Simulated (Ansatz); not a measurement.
Species: C2H7O2Si (charge 0, doublet). It need not be the lowest isomer of its formula. 
Coordinates optimised at B3LYP-D3(BJ)/def2-TZVP (Ansatz, a program for electronic structure):
SMILES: [CH2]O[SiH2]OC
```xyz
12

Si    -0.1683     0.8666     0.2755
O     -1.2624    -0.0156    -0.6056
C     -1.8627    -1.1641    -0.2044
O      1.1771     0.0107     0.6301
C      2.0585    -0.5446    -0.3382
H     -0.7444     1.2365     1.5811
H      0.1293     2.0173    -0.5985
H     -2.6312    -1.5420    -0.8608
H     -1.7834    -1.4709     0.8308
H      1.5915    -1.3920    -0.8454
H      2.3491     0.2000    -1.0855
H      2.9526    -0.8894     0.1797
```
Charge 0, spin multiplicity 2.

Atomisation energy built up term by term with Ansatz (kcal/mol; UHF references for open shells; valence terms freeze the core; atomic spin-orbit terms are left out). CBS marks a two-point X^-3 extrapolation of the correlation energy; Hartree-Fock from the larger set.

```csv
term,basis,kcal/mol
Hartree-Fock,cc-pV(Q+d)Z,782.27
CCSD correlation,"CBS(cc-pV(T+d)Z,cc-pV(Q+d)Z)",268.44
(T),"CBS(cc-pV(T+d)Z,cc-pV(Q+d)Z)",15.87
core correlation,cc-pwCVTZ,2.73
scalar relativity (X2C),cc-pVTZ-DK against cc-pVTZ,-1.73
sum: De,,1067.6
```

(T) makes 1.5 % of the CCSD(T) atomisation energy; under 5 % is typical of single-reference molecules.
